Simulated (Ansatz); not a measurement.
Co₆⁺, 6 atoms. Hardware: 4 threads of Arm Neoverse V2 on a shared host.

Correlated methods freeze 30 core orbitals; core or outer-core shells of Co are correlated, in sets that lack core-valence functions.

Problem. How many basis functions does each of these Ansatz runs have, and roughly what does it cost? PBE-D4/def2-SVP, charge 1 multiplicity 12, energy with a search over starts; RPA@PBE/def2-TZVP, charge 1 multiplicity 12, energy, from earlier orbitals; PBE-D4/def2-SVP, charge 1 multiplicity 12, relaxation, 11 steps; r2SCAN-D4/def2-SVP, charge 1 multiplicity 12, energy, from earlier orbitals; BLYP-D4/def2-SVP, charge 1 multiplicity 12, energy, from earlier orbitals; BHLYP-D4/def2-SVP, charge 1 multiplicity 12, energy, from earlier orbitals; PBE-D4/def2-SVP, charge 1 multiplicity 12, energy and forces, from earlier orbitals; MP2/def2-TZVP, charge 1 multiplicity 12, energy, from earlier orbitals; PBE0-D4/def2-SVP, charge 1 multiplicity 12, energy, from earlier orbitals.

Solution. Other jobs shared the machine, so times can vary by a factor of up to 3. A dash marks memory too small to be measured apart from the calling script's.

| run | functions | fitting or Cholesky vectors | wall time | peak host memory (GiB) |
| --- | --- | --- | --- | --- |
| BLYP-D4/def2-SVP, charge 1 multiplicity 12, energy, from earlier orbitals | 186 | 2316 | 42 s | 0.87 |
| PBE-D4/def2-SVP, charge 1 multiplicity 12, energy and forces, from earlier orbitals | 186 | 2316 | 56 s | 0.87 |
| RPA@PBE/def2-TZVP, charge 1 multiplicity 12, energy, from earlier orbitals | 270 | 2658 | 68 s | 1.6 |
| PBE-D4/def2-SVP, charge 1 multiplicity 12, energy with a search over starts | 186 | 2316 | 1.8 min | 0.9 |
| PBE-D4/def2-SVP, charge 1 multiplicity 12, relaxation, 11 steps | 186 | 2316 | 2.2 min | – |
| r2SCAN-D4/def2-SVP, charge 1 multiplicity 12, energy, from earlier orbitals | 186 | 2316 | 2.7 min | 1 |
| PBE0-D4/def2-SVP, charge 1 multiplicity 12, energy, from earlier orbitals | 186 | 1999 | 3.3 min | 2.1 |
| BHLYP-D4/def2-SVP, charge 1 multiplicity 12, energy, from earlier orbitals | 186 | 1999 | 4 min | 2.1 |
| MP2/def2-TZVP, charge 1 multiplicity 12, energy, from earlier orbitals | 270 | 2658 | 4.1 min | 2.9 |
